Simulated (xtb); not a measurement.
xtb input (GFN1-xTB):

```bash
xtb mol.xyz --gfn 1 --sp --chrg -1 --uhf 0
```
mol.xyz:
```
3

Sb     0.03058187     0.00265843     1.23415759
I      1.01770123    -1.93327719    -0.61521398
I     -1.04712907     1.93071907    -0.57237163
```

End of the output:

```
         :::::::::::::::::::::::::::::::::::::::::::::::::::::
         ::                     SUMMARY                     ::
         :::::::::::::::::::::::::::::::::::::::::::::::::::::
         :: total energy             -10.656267097430 Eh    ::
         :: gradient norm              0.021864334448 Eh/a0 ::
         :: HOMO-LUMO gap              1.643920798816 eV    ::
         ::.................................................::
         :: SCC energy               -10.660249945888 Eh    ::
         :: -> electrostatic           0.134024436858 Eh    ::
         :: repulsion energy           0.005584751831 Eh    ::
         :: dispersion energy         -0.001601903373 Eh    ::
         :: halogen bond corr.         0.000000000000 Eh    ::
         :: add. restraining           0.000000000000 Eh    ::
         :: total charge              -1.000000000000 e     ::
         :::::::::::::::::::::::::::::::::::::::::::::::::::::

           -------------------------------------------------
          |                Property Printout                |
           -------------------------------------------------

    * Orbital Energies and Occupations

         #    Occupation            Energy/Eh            Energy/eV
      -------------------------------------------------------------
         1        2.0000           -0.5980369             -16.2734
         2        2.0000           -0.5971897             -16.2504
         3        2.0000           -0.5133282             -13.9684
         4        2.0000           -0.1748665              -4.7584
         5        2.0000           -0.1645103              -4.4766
         6        2.0000           -0.1538128              -4.1855
         7        2.0000           -0.1497493              -4.0749
         8        2.0000           -0.1469788              -3.9995
         9        2.0000           -0.1404843              -3.8228
        10        2.0000           -0.0238545              -0.6491 (HOMO)
        11                          0.0365585               0.9948 (LUMO)
        12                          0.0462165               1.2576
        13                          0.1746488               4.7524
        14                          0.1756384               4.7794
Note: The following floating-point exceptions are signalling: IEEE_UNDERFLOW_FLAG IEEE_DENORMAL
normal termination of xtb
        15                          0.1782763               4.8511
        16                          0.1910891               5.1998
        17                          0.1957305               5.3261
        18                          0.2001611               5.4467
        19                          0.2067012               5.6246
        20                          0.2095652               5.7026
        21                          0.2553770               6.9492
       ...                                ...                  ...
        27                          0.5828041              15.8589
      -------------------------------------------------------------
                  HL-Gap            0.0604130 Eh            1.6439 eV
             Fermi-level            0.0063520 Eh            0.1728 eV

  Mulliken/CM5 charges         n(s)   n(p)   n(d)
     1Sb   -0.24748 -0.27224   1.995  2.868  0.385
     2I    -0.37626 -0.36388   2.035  5.299  0.042
     3I    -0.37626 -0.36388   2.035  5.299  0.042

Wiberg/Mayer (AO) data.
largest (>0.10) Wiberg bond orders for each atom

 ---------------------------------------------------------------------------
     #   Z sym  total        # sym  WBO       # sym  WBO       # sym  WBO
 ---------------------------------------------------------------------------
     1  51 Sb   2.314 --     3 I    1.157     2 I    1.157
     2  53 I    1.184 --     1 Sb   1.157
     3  53 I    1.184 --     1 Sb   1.157
 ---------------------------------------------------------------------------

Topologies differ in total number of bonds
Writing topology from bond orders to xtbtopo.mol

 dipole moment from electron density (au)
     X       Y       Z
   0.0237   0.0021   0.9554  total (Debye):    2.429

           -------------------------------------------------
          | TOTAL ENERGY              -10.656267097430 Eh   |
          | GRADIENT NORM               0.021864334448 Eh/α |
          | HOMO-LUMO GAP               1.643920798816 eV   |
           -------------------------------------------------

------------------------------------------------------------------------
------------------------------------------------------------------------
 total:
 SCF:
```
